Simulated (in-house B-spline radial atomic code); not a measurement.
Ionising the selenium ion Se³⁺ with different functionals

Computed with a B-spline radial code for spherical atoms: scalar-relativistic (spin-free X2C) Hamiltonian, Fermi nucleus of rms radius 4.14 fm, spin-polarised at highest spin, spherical fractional occupations for the functionals, the average over the highest-spin determinants for Hartree-Fock. The ionisation energy is the difference of two self-consistent energies, [Ar] 3d10 4s2 4p1 → [Ar] 3d10 4s2, without Breit or QED terms; ε is the level of the shell that loses the electron (its least bound occupied spin orbital). There is no spin-orbit coupling in this Hamiltonian.

Hybrids are left out here: with spherical fractional occupations of an open shell their exact exchange keeps a self-interaction that integer-occupation calculations don't have.

```csv
method,rung,ΔSCF (eV),-ε(4p) (eV)
Hartree-Fock,Hartree-Fock,41.82,42.04
LDA VWN5,LDA,42.85,37.25
LDA PW92,LDA,42.85,37.24
LDA exchange-only,LDA,41.58,36.07
PBE,GGA,42.52,37.02
PBEsol,GGA,?,?
BLYP,GGA,42.56,36.94
RPBE,GGA,42.40,36.95
PW91,GGA,42.64,37.12
BP86,GGA,42.70,37.17
AM05,GGA,42.53,37.03
OLYP,GGA,42.33,36.94
TPSS,meta-GGA,42.45,37.05
SCAN,meta-GGA,42.55,37.23
r2SCAN,meta-GGA,42.51,37.22
revTPSS,meta-GGA,?,?
```

Task: What does PBEsol give?

Result: ΔSCF 42.56 eV, and -ε(4p) = 37.06 eV.

Task: What does revTPSS give?

Result: ΔSCF 42.42 eV, and -ε(4p) = 37.04 eV.

Task: How do they compare with the NIST value?

Result: NIST lists 42.947 eV ± 0.003 (measured, ground level to ground level). Errors run from -1.37 to -0.09 eV; LDA VWN5 is closest (-0.09 eV), but part of that can be cancellation, since the calculations leave out spin-orbit coupling, Breit-QED terms, multiplet and fine-structure energies. Hartree-Fock also lacks correlation.
